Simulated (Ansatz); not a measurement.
```xyz
2

Si    0.0000    0.0000   -0.8305
O     0.0000    0.0000    0.8305
```

Basis set: 6-31G (spherical functions). Correlated methods keep 6 orbitals frozen. Charge 0, multiplicity 1.

Computed with Ansatz (development build ahead of 0.2.0); the reference of a correlated method needn't be the lowest determinant of its kind. Restricted open shells among the atoms or ions are ROHF, correlated in semicanonical orbitals with singles.

The atomization energy at this shape (free ground-state atoms in the same class of orbitals less the molecule, no zero-point energy) of singlet SiO:

| method | atomization energy |
| --- | --- |
| UHF-CCSD(T) | 569.1 kJ/mol |

**Question.** What does RHF-CCSD(T) give?

**Answer.** 578.5 kJ/mol. Caution for UHF-CCSD(T): another reference gives a lower total; the program doubts this total.

This basis has no polarisation functions and is too small for such energies, which can lie far from measured ones in either direction.
